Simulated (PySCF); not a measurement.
Al(Cl)(F)(OSiH3) (AlClFH3OSi), SMILES [F][Al]([Cl])[O][SiH3].

Geometry: B3LYP-D3(BJ)/def2-SVP. The structure was generated by enumeration; whether it is a known compound was not checked. The values are those of a single conformer.

Calculation: M06-2X/def2-TZVP (PySCF).

The molecule is in vacuum.

Computed frontier levels, gap, dipole moment and polarisability:
```
Quantity                                                                                                        Value
---------------------------------------------------------------------------------------------  ----------------------
highest occupied level                                                                                      -10.48 eV
lowest empty level                                                                                           -0.68 eV
orbital gap                                                                                                   9.80 eV
dipole moment                                                                                               0.290 e·Å
quadrupole, principal values (traceless, Buckingham form, about the centre of nuclear charge)  -6.42, -0.75, 7.17 D·Å
mean static polarisability                                                                       58.0 bohr³ (8.59 Å³)
polarisability, principal values                                                               50.0, 55.9, 68.0 bohr³
```
